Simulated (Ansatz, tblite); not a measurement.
Cost and result up the ladder for (F2Al-mu-F)3 (Al₃F₉) (12 atoms). Charge 0, multiplicity 1. Geometry: PBE0-D4/def2-SVP.

```xyz
12

Al    1.4047    1.3201   -0.4648
F     1.3434    2.7865    0.2764
F     2.5352    0.8516   -1.5630
F    -0.2163    0.9574   -1.1346
Al   -1.6854   -0.0630   -1.0428
F    -2.9344    0.8717   -0.5234
F    -1.7135   -1.0494   -2.3579
F    -1.0625   -0.9993    0.3512
Al    0.2804   -1.2567    1.5080
F     0.9906   -2.6994    1.1653
F    -0.2174   -0.7672    2.9967
F     1.2752    0.0475    0.7888
```

Ansatz on 4 threads of Intel Xeon 6975P-C on a shared host; xTB runs through tblite on one thread. Times are rough, summed over both states, and most runs start from the orbitals of an earlier one. PBE0-D4/def2-TZVP serves as the yardstick here, not as an exact answer. The other state is a triplet.

The xTB rows come from tblite. HOMO above LUMO, or a gap near zero within one spin, warns that the state may not be the lowest or that an electron is smeared out.

xTB has no spin-polarisation term.

```json
{"level": "GFN1-xTB", "functions": "63", "wall time": "0.028 s"}
{"level": "GFN2-xTB", "functions": "63", "wall time": "0.045 s"}
{"level": "PBE-D4/def2-TZVP (with forces)", "functions": "390", "wall time": "15 s"}
{"level": "r2SCAN-D4/def2-TZVP", "functions": "390", "wall time": "42 s"}
{"level": "PBE0-D4/def2-TZVP", "functions": "390", "wall time": "47 s"}
```

(1) Estimate what each level gives for the vertical triplet (eV).

Answers

(1) 
```
                         level  vertical triplet (eV)  difference from PBE0-D4/def2-TZVP (eV)                                  remarks
                      GFN1-xTB                   4.97                                   -4.28                                        –
                      GFN2-xTB                   9.44                                    0.19                                        –
PBE-D4/def2-TZVP (with forces)                   7.56                                   -1.69  gap within one spin near zero (triplet)
           r2SCAN-D4/def2-TZVP                   8.40                                   -0.85  gap within one spin near zero (triplet)
             PBE0-D4/def2-TZVP                   9.25                                    0.00                                        –
```
